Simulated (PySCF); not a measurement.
Atom-mapped SMILES (the numbers label the heavy atoms): `[CH3:1][CH:2]([CH3:3])[CH2:4][O:5][C:6]1=[C:7]([SiH2:8][Cl:9])[CH2:10]1` (H(Xn): hydrogen on atom n).

Level of theory: coordinates at the GFN2-xTB level, PBE0/pcSseg-1 with gauge-including orbitals, in PySCF 2.14.0 with density-fitted response routines (one conformer, relativity neglected, fast rotation and ring inversion assumed for equivalent nuclei, no solvent).

References, each an isolated molecule treated in the same way: TMS for ¹³C (σ = 186.93 ppm).

Q: Do the ¹³C shifts follow the atomic charges (in e)? Tabulate both.

A: 
| atoms | hybridisation | δ (ppm) | σ para (ppm) | Hirshfeld | IAO | Mulliken | ESP-fitted |
| --- | --- | --- | --- | --- | --- | --- | --- |
| C6 | sp2 | 169.3 | -231 | +0.09 | +0.24 | +0.19 | +0.29 |
| C4 | sp3 | 84.0 | -146 | +0.02 | -0.05 | +0.12 | -0.07 |
| C7 | sp2 | 68.6 | -149 | -0.16 | -0.44 | -0.49 | -0.17 |
| C2 | sp3 | 35.9 | -98 | -0.02 | -0.10 | -0.40 | +0.43 |
| C1/C3 | sp3 | 21.9 | -85 | -0.12 | -0.42 | -0.23 | -0.61 |
| C10 | sp3 | 18.7 | -91 | -0.09 | -0.26 | -0.12 | -0.27 |

Correlation coefficients of δ with charge over these carbons: Hirshfeld +0.73, IAO +0.78, Mulliken +0.63, ESP-fitted +0.51; with the paramagnetic shielding -0.99. Among the 4 sp3 carbons alone: Hirshfeld +0.89, IAO +0.76, Mulliken +0.69, ESP-fitted +0.31. With so few points, grouped by hybridisation, these coefficients are fragile. Charge is one influence among several: hybridisation and low-lying excitations act through the paramagnetic term.

Shifts are as computed. Against solution values, carbons near 30 ppm lie about +3 ppm off and those near 130 ppm about +5 ppm. Of 1211 compounds with measured shifts, 218 miss one by over three times the rms of a fit or turn the order of signals round; such compounds aren't used in these exercises.
